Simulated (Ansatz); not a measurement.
Species: GeNH$_{5}$, charge 0, singlet. GeNH5 (SMILES [GeH3][NH2]).
B3LYP-D3(BJ)/def2-TZVP minimum from Ansatz (a program for electronic structure):
```xyz
7

Ge    -0.3608     0.0367     0.0268
N      1.4733    -0.1252    -0.1966
H     -1.0149    -0.9240    -0.9788
H     -0.7169     1.4983    -0.2885
H     -0.8670    -0.3066     1.4499
H      1.8192    -1.0659    -0.0557
H      2.0117     0.4993     0.3904
```
Charge 0, spin multiplicity 1.

Hartree-Fock and CCSD(T) correlation energies in hartree (Ansatz). UHF or UKS for unpaired electrons; spin-orbit terms are left out. Correlated methods leave the cores frozen (noble-gas shells, and filled d and f shells in the p block). No relativity.

| basis | X | E(HF) | E(corr, CCSD(T)) |
|---|---|---|---|
| cc-pVTZ | 3 | -2132.78932 | -0.39206 |
| cc-pVQZ | 4 | -2132.79814 | -0.41340 |
| cc-pV5Z | 5 | -2132.79981 | withheld |

Problem. Fit E(corr) = E∞ + A/X³ to X = 3 and 4, predict X = 5, and compare with the run.

Solution. A = (-0.39206 - (-0.41340))/(1/27 - 1/64) = 0.9966; E∞ = -0.41340 - A/64 = -0.42897; at X = 5, E∞ + A/125 = -0.42100. The run gave -0.42037, 0.63 mEh above the prediction. The same form on X = 4 and 5 gives E∞ = -0.42768, 1.29 mEh above the first estimate.
